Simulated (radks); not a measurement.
Results of a calculation; reference values are marked as such.
The mean radii <r> (bohr) of the occupied orbitals of an atom or ion are listed with their occupations. Level of theory: Dirac Kohn-Sham, PBE, spin-unpolarised, spherical densities, point nucleus (a radial shooting solver on a logarithmic mesh with Libxc functionals).

| orbital | occ. | <r> |
|---|---|---|
| 1s1/2 | 2 | 0.2296 |
| 2s1/2 | 2 | 1.245 |
| 2p1/2 | 2 | 1.275 |

Name the element and its charge. Open shells, if any, fill j = l - 1/2 first.

Answer. Z = 7, nitrogen, charge +1: N+ in [He] 2s2 2p2. The 1s radius gives Z: for a bare nucleus <r> = (2 gamma + 1)/(2Z) with gamma = sqrt(1 - (Z/c)^2), 0.2141 bohr for Z = 7, and screening makes it slightly larger (0.2296 here). The occupations add up to 6, and the charge is Z minus that.
